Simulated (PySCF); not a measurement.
This PySCF input asks for the NMR shieldings of SMILES C#CB(N)NBP, C2H7B2N2P; the geometry comes from GFN2-xTB.

```python
import basis_set_exchange as bse
import numpy as np
from pyscf import gto, dft
from pyscf.prop import nmr

atoms = """
C     2.499865   -1.725479    0.389734
C     1.800616   -0.748911    0.442807
B     0.949676    0.512213    0.513512
N     1.542588    1.719979    0.882541
N    -0.460760    0.478407    0.210351
B    -1.248433   -0.604012   -0.177259
P    -3.091083   -0.341345   -0.601040
H     3.098069   -2.589154    0.339276
H     1.046708    2.592705    0.946165
H     2.519602    1.802091    1.099892
H    -0.919154    1.378055    0.292074
H    -0.762503   -1.660728   -0.314290
H    -3.384528    0.587929    0.384986
H    -3.591341   -1.402224    0.129136
"""
names = dict.fromkeys(["C", "B", "N", "P", "H"], "pcSseg-1")
basis = {el: gto.basis.parse(bse.get_basis(n, elements=[el], fmt="nwchem")) for el, n in names.items()}
mol = gto.M(atom=atoms, basis=basis, charge=0, verbose=0)
mf = dft.RKS(mol, xc="PBE0")
mf.grids.level = 2
mf.grids.alignment = dft.numint.BLKSIZE   # the property module wants whole blocks of grid points
mf.conv_tol = 1e-9
mf.kernel()

calc = nmr.RKS(mf)   # GIAO
C = mf.mo_coeff
Co = C[:, mf.mo_occ > 0]
resp = mf.gen_response(singlet=True, hermi=2)
def vind(x):   # induced exchange potential for any number of trial vectors
    d = np.einsum("pi,xij,qj->xpq", C, 2 * x.reshape(-1, C.shape[1], Co.shape[1]), Co, optimize=True)
    return np.einsum("xpq,pi,qj->xij", resp(d - d.transpose(0, 2, 1)), C, Co, optimize=True).ravel()
mo1, _ = nmr.rhf.solve_mo1(calc, with_cphf=vind)
sigma = calc.kernel(mo1)
for i, s in enumerate(sigma):   # ppm
    print("%2d %-2s %9.2f" % (i, mol.atom_pure_symbol(i), np.trace(s) / 3))
```

Question: Give the expected output.

Answer: 
```
 0 C      86.66
 1 C      97.19
 2 B      79.71
 3 N     178.24
 4 N     101.49
 5 B      47.15
 6 P     551.78
 7 H      29.59
 8 H      28.81
 9 H      28.29
10 H      26.16
11 H      25.15
12 H      30.23
13 H      29.82
```

These numbers come from an equivalent density-fitted implementation of the same equations, which agrees with the script to about 0.01 ppm for H and up to a few tenths of a ppm for heavy atoms, so last digits may differ.

Size and cost of the density-fitted run: 161 basis functions, 15 s wall time on 1 thread of an Arm Neoverse V2, shared host; peak memory 0.73 GiB.
